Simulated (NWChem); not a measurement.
System: CH₂FNO₂Si; SMILES C(O[Si@H](F)O)#N

```xyz
8

N     -0.2549     2.9245    -0.1014
C      0.1537     1.8467     0.0695
O      0.6502     0.6695     0.2811
Si     0.0086    -0.7780    -0.3359
O      0.9815    -1.9673     0.1947
F     -1.4768    -0.8711     0.2427
H      0.0014    -0.7629    -1.7985
H      1.1719    -2.0497     1.1401
```
Atoms are numbered in this order, from 1.

Computed with NWChem. Pople sets run with spherical d functions. Structure relaxed at the B3LYP/6-31G* (spherical d) level. Atomic charges in e: unrestrained fits to the electrostatic potential beside Mulliken populations; buried atoms are poorly determined by the fit.

Task: What does the run give for Hartree-Fock/6-31G*? Quantities: ESP N1; Mulliken N1; ESP C2; Mulliken C2; ESP O3; Mulliken O3; ESP Si4; Mulliken Si4; ESP O5; Mulliken O5; relative RMS misfit of the potential (%).

Result: 
```
Item                                      Result
----------------------------------------  ------
ESP N1                                     -0.56
Mulliken N1                                -0.38
ESP C2                                      0.60
Mulliken C2                                 0.59
ESP O3                                     -0.47
Mulliken O3                                -0.75
ESP Si4                                     1.25
Mulliken Si4                                1.53
ESP O5                                     -0.78
Mulliken O5                                -0.86
relative RMS misfit of the potential (%)      14
```
